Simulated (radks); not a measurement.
Ionisation of the calcium ion Ca+, [Ar] 4s1, to [Ar] as the strength of local exchange is varied. All-electron calculation, scalar-relativistic Kohn-Sham, Slater X-alpha exchange (alpha = 2/3 is LDA exchange), no correlation, spin-unpolarised, spherical densities, point nucleus. Program: a radial shooting solver on a logarithmic mesh with Libxc functionals.

alpha  E(Ca+) (hartree)  exchange (hartree)  IE (eV)  -e of the level emptied (eV)  <r> of it (bohr)
0.561        -671.76179           -27.23117   10.522                    7.710 (4s)             3.744
0.621        -674.68055           -30.25150   10.838                    8.030 (4s)             3.685
0.667        -676.92532           -32.58117   11.084                    8.279 (4s)             3.641
0.851        -685.96570           -42.02201   12.091                    9.313 (4s)             3.475
0.938        -690.27434           -46.55389   12.582                    9.822 (4s)             3.403

NIST Atomic Spectra Database: 11.872 eV (measured). The Delta-SCF value meets it near alpha = 0.81. Spin polarisation and multiplet splitting are left out, so open shells lie too high by an amount that depends on their filling.

Beside tabulated values, note that spin-unpolarised runs miss the spin-polarisation part of the exchange energy of open shells.
